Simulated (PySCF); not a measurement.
C2H5FO3S.
Atom-mapped SMILES: `[CH3:1][S:2](=[O:3])(=[O:4])[O:5][CH2:6][F:7]` (hydrogens: H8, H9, H10 on C1; H11, H12 on C6)

Level of theory: TDDFT PBE0/def2-SVPD, vertical, gas phase, core orbitals frozen in the response (PySCF 2.14.0, density-fitted response routines). One conformer (not necessarily the lowest) at the GFN2-xTB geometry, without solvent, vibrations or thermal averaging. Torsions of this conformer, `[CH3:1][S:2](=[O:3])(=[O:4])[O:5][CH2:6][F:7]`: C1–S2–O5–C6 86°, S2–O5–C6–F7 -78°.

Predict the UV-vis stick spectrum at this level.

| state | E (eV) | λ (nm) | f | \|μ\| (D) | main configurations (H = HOMO, L = LUMO) |
| --- | --- | --- | --- | --- | --- |
| S1 | 8.42 | 147.2 | 0.0006 | 0.14 | H→L+1 (62%), H→L (18%), H→L+2 (8%) |
| S2 | 8.63 | 143.7 | 0.0069 | 0.46 | H→L (74%), H→L+1 (11%) |
| S3 | 8.77 | 141.4 | 0.054 | 1.27 | H-1→L+1 (77%) |
| S4 | 8.85 | 140.2 | 0.059 | 1.33 | H-1→L (94%) |
| S5 | 9.04 | 137.1 | 0.0053 | 0.39 | H-2→L (54%), H-2→L+1 (32%) |
| S6 | 9.13 | 135.8 | 0.0072 | 0.45 | H-2→L+1 (43%), H-2→L (37%) |

Triplets (Tamm–Dancoff): T1 7.98 eV, H→L+1 (50%), H-1→L+1 (15%); T2 8.07 eV, H-1→L+1 (53%), H→L+1 (15%).

The lowest singlet lies at 8.42 eV (147 nm, vacuum ultraviolet) and is very weak; its leading configuration is HOMO→LUMO+1 (62%). The strongest level in the table is S4 at 8.85 eV (140 nm, f = 0.059). Löwdin shares by element: HOMO oxygen 85% or more, sulfur 6%; LUMO sulfur 30%, hydrogen 17% or more, carbon 15% or more (atoms not listed hold the other 38%). Of the 6 states listed, 2 reach f = 0.01 and none stays under 0.0005. Orbital energies (eV): HOMO-3 -10.19, HOMO-2 -9.99, HOMO-1 -9.67, HOMO -9.47, LUMO 0.32, LUMO+1 0.61, LUMO+2 1.01. The listed states span 0.71 eV. Only the lowest 6 singlets were computed, as vertical energies without vibronic structure.
